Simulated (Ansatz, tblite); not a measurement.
Forces on K6⁻ at its r2SCAN/def2-SVPD geometry. Total charge -1; doublet.

The xTB rows come from tblite. At PBE/def2-TZVPD the highest occupied level of the charge -1 doublet lies above zero (up to 0.01 eV). It is a level of β spin, whose loss leaves a triplet; that state wasn't run at this geometry and level. The electron is either unbound and held by the finite basis, or the level is raised by self-interaction error. The geometry of the doublet was relaxed on an unsound state (⟨S²⟩ 1.47, where a pure state has 0.75). Another isomer (doublet) lies 0.03 eV lower at PBE0/def2-TZVPD; other spin states weren't run for this one.

GFN1-xTB (tblite), largest force 0.80 eV/Å:

```xyz
6
positions Å, forces eV/Å
K     3.154   -0.691    1.113   -0.377    0.084   -0.127
K    -0.249    1.286    3.157    0.035   -0.154   -0.374
K     0.326    1.987   -1.384   -0.130   -0.662    0.424
K     1.765   -1.860   -3.222   -0.209    0.169    0.247
K    -3.859    1.430    0.143    0.327   -0.145   -0.073
K    -1.138   -2.153    0.193    0.354    0.709   -0.097
```

GFN2-xTB (tblite), largest force 0.29 eV/Å:

```
K -0.073 0.120 0.242
K 0.270 -0.081 0.047
K 0.037 0.184 -0.112
K -0.136 0.023 -0.061
K -0.005 -0.053 -0.148
K -0.094 -0.192 0.031
```

PBE/def2-TZVPD (Ansatz), largest force 0.04 eV/Å:

```
K -0.035 0.018 0.016
K 0.029 -0.019 -0.024
K -0.011 -0.025 0.004
K -0.025 0.020 0.027
K 0.037 -0.018 -0.010
K 0.005 0.024 -0.014
```
